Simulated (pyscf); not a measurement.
**`[CH3][AlH2]`, singlet**

Gas-phase minimum from PySCF at ωB97X-D3(BJ)/def2-SVP, one conformer. 

```
C
H 1 1.1022
H 1 1.1031 2 108.35
H 1 1.1062 2 106.81 3 114.09
Al 1 1.9563 2 113.06 4 120.74
H 5 1.5908 1 120.96 2 -22.17
H 5 1.5909 6 118.74 1 178.67
```

Properties at ωB97X-D3(BJ)/def2-SVP:

```yaml
harmonic_wavenumbers_unscaled: 5, 414, 467, 644, 722, 758, 819, 1233, 1432, 1438, 1941, 1946, 3048, 3134, 3163 cm⁻¹
zero_point_energy: 30.3 kcal/mol
rotational_symmetry_number: 1
Entropy of this conformer at 298 K and 1 atm, rigid rotor and harmonic oscillator, modes under 100 cm⁻¹ raised to 100: 271.1 J/(mol K)
dipole_moment: 0.71 D
```

Single-point totals, which compare only within one level (frozen core for MP2 and CC):

| level | total energy (hartree) |
|---|---|
| ωB97X-D3(BJ)/def2-TZVP | -283.60140 |
| PBE/def2-TZVP | -283.33906 |
| r²SCAN/def2-TZVP | -283.48747 |
| B3LYP-D3(BJ)/def2-TZVP | -283.58403 |
| PBE0-D3(BJ)/def2-TZVP | -283.37705 |
| M06-2X/def2-TZVP | -283.49533 |
| ωB97M-D3(BJ)/def2-TZVP | -283.59450 |
| HF/def2-TZVPP | -282.70447 |
| MP2/def2-TZVPP | -282.97447 |
| CCSD/def2-TZVPP | -283.00742 |
| CCSD(T)/def2-TZVPP | -283.01674 |

The lowest mode is so soft that the shape along it may change with the basis. Soft torsions are taken as harmonic, which can shift the entropy by several J/(mol K). The CCSD(T) − MP2 part came from Ansatz, without density fitting, on the same reference.
